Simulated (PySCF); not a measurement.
**Er(OH)3 at several levels of theory**

Computed with PySCF 2.14.0 (density fitting, no spin-orbit coupling) at the geometry relaxed with BP86:

```xyz
7
Er(OH)3 (singlet in the valence; each metal's 4f electrons, 11 of them, lie in its core potential, out of spins and levels)
Er    0.0000    0.0000    0.1049
O     2.0321    0.0000    0.1379
H     2.9984    0.0000    0.1657
O    -1.0160    1.7598    0.1379
H    -1.4992    2.5967    0.1657
O    -1.0160   -1.7598    0.1379
H    -1.4992   -2.5967    0.1657
```

| level | basis | state | HOMO (eV) | gap (eV) | charge on Er1 (e) | population of f-type functions on Er1 (polarisation alone where 4f lies in the core) | dipole about the centre of mass (D) | largest force component (eV/Å) |
| --- | --- | --- | --- | --- | --- | --- | --- | --- |
| BP86 | Er lcecp-1-SVP with ECP57, O def2-SVP, H def2-SVP | singlet | -6.04 | 4.03 | 0.85 | 0.08 | 0.11 | 0.00 |
| M06-L | the same | singlet | -6.10 | 5.36 | 1.21 | 0.07 | 0.12 | 0.69 |
| BLYP | the same | singlet | -5.81 | 3.71 | 0.81 | 0.07 | 0.11 | 0.21 |
| CAM-B3LYP | the same | singlet | -9.08 | 8.45 | 1.02 | 0.08 | 0.12 | 0.55 |
| BP86 | Er lcecp-1-TZVP with ECP57, O def2-TZVP, H def2-TZVP | singlet | -6.35 | 4.31 | 1.53 | 0.08 | 0.12 | 0.31 |

In the lcecp rows the 4f levels are missing from HOMO and gap, and the state counts the valence alone.

Charges are Mulliken's, which hang on the basis. The relaxation used the grid (50, 194), these runs (75, 302) or, all-electron (x2c bases, spin-free X2C Hamiltonian), (99, 590).

Q: What does HF with Er lcecp-1-SVP with ECP57, O def2-SVP, H def2-SVP give here?

A: state singlet, HOMO (eV) -11.96, gap (eV) 12.86, charge on Er1 (e) 1.55, population of f-type functions on Er1 (polarisation alone where 4f lies in the core) 0.08, dipole about the centre of mass (D) 0.15, largest force component (eV/Å) 1.94. Time: 1.7 s on 2 threads of Arm Neoverse V2, with other jobs on the host, from an already converged density.

In the first row's basis the gap widens with exact exchange: 3.7 to 5.4 eV for BLYP, BP86, M06-L (none); 8.5 to 12.9 eV for CAM-B3LYP, Hartree–Fock (rising or full at long range).

An lcecp potential fixes the number of 4f electrons, so in runs with it no electron can move into or out of that shell.
